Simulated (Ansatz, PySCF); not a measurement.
C₂H₆BiCl, SMILES [CH3][Bi]([CH3])[Cl].

The structure is a stationary point at B3LYP-D3(BJ)/def2-SVP. The structure was generated by enumeration; whether it is a known compound was not checked. The def2 effective core potentials stand for the cores of Bi; spin–orbit coupling is left out.

Vertical ionisation energy (IE) and electron affinity (EA) in eV. Rows of orbital energies are one-electron estimates. Where ΔSCF, EOM or ADC give a negative EA the extra electron is unbound and the value depends on the basis.

| level | IE | EA |
|---|---|---|
| −ε(HOMO), −ε(LUMO), PBE0/def2-TZVP (PySCF) | ___ | ___ |
| −ε(HOMO), −ε(LUMO), PBE/def2-TZVP (PySCF) | 6.13 | 2.28 |
| ΔSCF, CAM-B3LYP/def2-SVPD (Ansatz), final states of multiplicity 2 and 2 | 9.27 | 0.11 |
| ΔSCF, PBE/def2-SVPD (Ansatz), final states of multiplicity 2 and 2 | 8.89 | 0.08 |

### Question
Some entries are withheld; supply them. (An estimate is asked for; the answer gives what the named calculation found.)

### Answer

- −ε(HOMO), −ε(LUMO), PBE0/def2-TZVP (PySCF), IE: 7.19
- −ε(HOMO), −ε(LUMO), PBE0/def2-TZVP (PySCF), EA: 1.52

### Question
What vertical singlet–triplet gap does ΔSCF give with CAM-B3LYP/def2-SVPD (Ansatz, a quantum-chemistry and plane-wave program) and with PBE/def2-SVPD (Ansatz)? (The exact figures need the calculation; the answer reports its results.)

### Answer
3.86 and 3.60 eV (triplet above singlet where positive).
